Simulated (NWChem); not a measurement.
# SiH₃O₂F; SMILES O[SiH](O)F

```xyz
7

Si     0.0332    -0.0149     0.3475
O      0.6474    -1.4513    -0.1950
O     -1.5294     0.1318    -0.2084
F      0.8720     1.2679    -0.2294
H      0.1844    -0.0130     1.8249
H      0.4289    -1.6734    -1.1175
H     -1.8701     1.0402    -0.2795
```
Atoms are numbered in this order, from 1.

Computed with NWChem. Pople sets run with spherical d functions. Coordinates come from a PBE-D3(BJ)/def2-SVP optimisation. Total energies compare along this basis series because the functional is fixed.

```csv
level,basis functions,energy (Ha),highest occupied level (eV),orbital gap (eV),dipole (D)
TPSS/STO-3G,27,-534.7526,-2.54,8.23,1.26
TPSS/3-21G,46,-538.8290,-7.18,7.95,1.83
TPSS/6-31G*,66,-541.7429,-7.70,8.21,1.61
TPSS/6-31+G*,82,-541.7659,-8.18,7.44,1.55
TPSS/6-311G**,98,-541.8631,-7.97,7.98,1.56
TPSS/6-311++G**,117,-541.8752,-8.24,7.36,1.49
```
